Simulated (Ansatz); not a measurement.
Job for Ansatz (an electronic-structure program): U-PBE/def2-TZVPP on H4Sn (SMILES [SnH4]), a point of a bond scan (R = 4.613 Å). Elements past Kr take the def2 small-core potentials; no spin–orbit coupling.

Ansatz 0.2 input:
```yaml
crystal:
  periodic: [false, false, false]
  atoms:
    - {symbol: Sn, position_ang: [-0.00000000, -0.00000000, -0.00000000]}
    - {symbol: H, position_ang: [3.51447449, 1.88986233, -2.31449073]}
    - {symbol: H, position_ang: [0.60242146, -0.85906066, 1.34839436]}
    - {symbol: H, position_ang: [-1.05716935, 1.23097093, 0.53494647]}
    - {symbol: H, position_ang: [-0.84690933, -1.07185928, -1.02612204]}
basis:
  gaussian:
    orbitals: def2-TZVPP
hamiltonian:
  xc: {name: PBE}
magnetization: {spin_polarized: true, initial_magnetization: 0}
```

What total energy does the run end on?

-216.5273 hartree. Its determinant has ⟨S²⟩ = 0.99, a mixture of spin states.

How many basis functions does it have, and what does it roughly cost on one machine?

106 functions; about 6 core-seconds (a rough figure).
